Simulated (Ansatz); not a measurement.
B11 (the lowest doublet isomer of a short search). Charge 0, multiplicity 2. Geometry r2SCAN-D4/def2-SVP, basis def2-TZVP, Ansatz.

Cartesian coordinates in Å:
```
B -0.493 -0.847 -2.122
B 1.761 0.003 1.487
B -0.154 -0.920 -0.546
B 0.815 0.448 -1.424
B 0.552 0.214 2.505
B 1.569 -0.133 -0.119
B -0.983 0.109 2.082
B 0.189 -0.122 0.893
B -0.478 0.734 -2.332
B -1.482 -0.018 0.541
B -1.295 0.532 -0.965
```

| run | HOMO (eV) | LUMO (eV) |
| --- | --- | --- |
| A | -5.85 | -4.52 |
| B | -5.66 | -5.12 |
| C | -5.60 | -4.81 |
| D | -6.34 | -4.01 |
| E | -7.77 | -2.32 |

The structure comes from a short search, and lower isomers may exist.

HOMO and LUMO are taken over both spins.

Q: The runs used LDA (SPW92), PBE, PBE0, r2SCAN, ωB97M-V. Estimate which is which.

A: A r2SCAN (0 % exact exchange); B LDA (SPW92) (0 % exact exchange); C PBE (0 % exact exchange); D PBE0 (25 % exact exchange); E ωB97M-V (range-separated). Exact exchange lowers occupied and raises empty levels; among semilocal functionals meta-GGAs tend to open the gap a little, and such runs are hard to tell apart. The gap grows from 0.54 eV (LDA (SPW92)) to 5.44 eV (ωB97M-V).
